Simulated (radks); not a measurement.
Question: Neutral fluorine, 9 electrons, occupied as [He] 2s2 2p5. Calculated with a radial shooting solver on a logarithmic mesh with Libxc functionals: scalar-relativistic Kohn-Sham, PBEsol, spin-polarised, spherical densities, point nucleus; open shells are filled with parallel spins first. Some entries of the table are withheld. Estimate them.

orbital  occ.  eigenvalue (hartree)  <1/r> (bohr^-1)
1s up       1             -24.30698              (1)
1s down     1             -24.27958              (2)
2s up       1              -1.12035              (3)
2s down     1              -1.05819              (4)
2p up       3              -0.43363              (5)
2p down     2              -0.37328              (6)

Answer: 
(1) 1s up <1/r> (bohr^-1): 8.611
(2) 1s down <1/r> (bohr^-1): 8.618
(3) 2s up <1/r> (bohr^-1): 1.464
(4) 2s down <1/r> (bohr^-1): 1.448
(5) 2p up <1/r> (bohr^-1): 1.284
(6) 2p down <1/r> (bohr^-1): 1.254
